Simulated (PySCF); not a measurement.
Al(Cl)(Me)(vinyl) (C3H6AlCl), SMILES C=[CH][Al]([CH3])[Cl].

Coordinates come from a B3LYP-D3(BJ)/def2-SVP optimisation. The structure was generated by enumeration; whether it is a known compound was not checked. Other conformers were not sampled.

The numbers are results of PBE/def2-TZVP in PySCF, not measurements.

Isolated molecule, no solvent.

* **total energy**: -820.18911 hartree
* **point group**: Cs
* **highest occupied level**: -6.69 eV
* **lowest empty level**: -2.25 eV
* **orbital gap**: 4.45 eV
* **dipole moment**: 2.13 D
* **quadrupole, principal values (traceless, Buckingham form, about the centre of nuclear charge)**: -3.35, 1.67, 1.68 D·Å
* **mean static polarisability**: 75.3 bohr³ (11.16 Å³)
* **polarisability, principal values**: 53.4, 76.4, 96.1 bohr³
